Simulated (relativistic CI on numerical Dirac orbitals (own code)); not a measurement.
## Radial parameters of Tc22+

Computed by Dirac-Coulomb-Breit CI, separate exchange-only KLI orbitals for each configuration, model QED (radiative potential, 1s self-energy scaled to tabulated hydrogen-like ionisation energies), unscaled Slater integrals (own radial code, finite nucleus).

Slater integrals F^k, G^k are unscaled and averaged over j, outside the closed core [Ne]; ζ comes from projecting the Hamiltonian with its Breit term on Σ l·s of the shell.

- 3s2.3p6.3d3: F^2(3d,3d) = 294920, F^4(3d,3d) = 189760, ζ(3d) = 15517 cm⁻¹; <r>(3d) = 0.3434, <r^2>(3d) = 0.1376 (bohr units).
- 3s2.3p5.3d4: ζ(3p) = 127920, F^2(3d,3d) = 294120, F^4(3d,3d) = 189230, F^2(3p,3d) = 262630, G^1(3p,3d) = 290290, G^3(3p,3d) = 190790, ζ(3d) = 15257 cm⁻¹; <r>(3p) = 0.3788, <r^2>(3p) = 0.1656, <r>(3d) = 0.3442, <r^2>(3d) = 0.1383 (bohr units).
- 3s.3p6.3d4: F^2(3d,3d) = 293800, F^4(3d,3d) = 189020, G^2(3s,3d) = 219210, ζ(3d) = 15408 cm⁻¹; <r>(3s) = 0.3857, <r^2>(3s) = 0.1695, <r>(3d) = 0.3446, <r^2>(3d) = 0.1386 (bohr units).

Question: Give the Racah parameters of the d shell in 3s2.3p6.3d3.

Answer: B = F²/49 − 5F⁴/441 = 3867 cm⁻¹ and C = 35F⁴/441 = 15061 cm⁻¹.

Averages of the first 10 configurations, taken without configuration mixing, which lowers the lowest level and can move excited configurations by several eV; other configurations of the list can lie among them:

```tsv
Configuration	Parity	States	Average energy above the lowest level (eV)
3s2.3p6.3d3	even	120	14.8
3s2.3p5.3d4	odd	1260	168.2
3s.3p6.3d4	even	420	282.0
3s2.3p6.3d2.4s	even	90	426.0
3s2.3p6.3d2.4p	odd	270	465.6
3s2.3p6.3d2.4d	even	450	522.7
3s2.3p6.3d2.4f	odd	630	573.4
3s2.3p5.3d3.4s	odd	1440	574.7
3s2.3p5.3d3.4p	even	4320	614.5
3s2.3p6.3d.4s.4p	odd	120	894.1
```
